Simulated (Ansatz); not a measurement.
`C=C[SiH2]CN` → `CC([SiH3])C=N`  (isomerisation)

Isolated molecules relaxed with PBE0-D4/def2-TZVP in Ansatz; ΔE leaves out vibrations. CCSD(T)/CBS is the MP2 limit (def2-TZVPP, def2-QZVPP) plus CCSD(T) − MP2 in def2-TZVPP, frozen cores. Functionals use def2-TZVPP. One conformer a species, not always the lowest.

`C=C[SiH2]CN`:

Cartesian coordinates in Å:
```
C -0.726 -2.271 -0.862
C -0.664 -0.942 -0.846
Si -0.636 0.060 0.723
C 0.977 1.039 0.866
N 1.219 1.987 -0.227
H -0.778 -2.850 0.057
H -0.732 -2.842 -1.786
H -0.625 -0.428 -1.807
H -1.756 1.048 0.702
H -0.829 -0.873 1.871
H 0.990 1.588 1.814
H 1.824 0.348 0.921
H 1.290 1.499 -1.112
H 0.446 2.636 -0.314
```

`CC([SiH3])C=N`:

Z-matrix (Å, degrees):
```
C
C 1 1.529
H 1 1.093 2 111.2
H 1 1.094 2 111.1 3 -119.8
H 1 1.092 2 111.4 3 120.4
Si 2 1.897 1 110.8 3 -177.6
C 2 1.495 1 112.2 3 61.1
H 2 1.097 1 110.3 3 -60.2
H 6 1.487 2 109.5 1 -65.0
H 6 1.485 2 110.2 1 174.6
H 6 1.488 2 109.1 1 54.2
N 7 1.265 2 128.7 1 -139.8
H 7 1.097 2 114.7 1 41.6
H 12 1.023 7 110.8 2 1.4
```

Is it downhill or uphill in electronic energy at CCSD(T)/CBS, and by how much? (Estimate.)

The calculation gave: Downhill: ΔE = -0.15 eV.

What do these levels give: PBE-D4, r2SCAN-D4, PBE0-D4, ωB97M-V, PBE, PBE0, HF/def2-TZVPP, SCS-MP2/def2-TZVPP, CCSD/def2-TZVPP, MP2/def2-QZVPP, SCS-MP2/def2-QZVPP, CCSD/CBS(def2)? (Best estimate.)

Ansatz gave: PBE-D4 -0.19, r2SCAN-D4 -0.19, PBE0-D4 -0.18, ωB97M-V -0.16, PBE -0.17, PBE0 -0.17, HF/def2-TZVPP -0.16, SCS-MP2/def2-TZVPP -0.23, CCSD/def2-TZVPP -0.19, MP2/def2-QZVPP -0.19, SCS-MP2/def2-QZVPP -0.19, CCSD/CBS(def2) -0.14 eV.

Largest T1 diagnostic among the species: 0.012.

In def2-TZVPP, CCSD(T) changes the Hartree–Fock value by −0.05 eV (the triples alone add −0.02 eV) and MP2 by −0.06 eV.
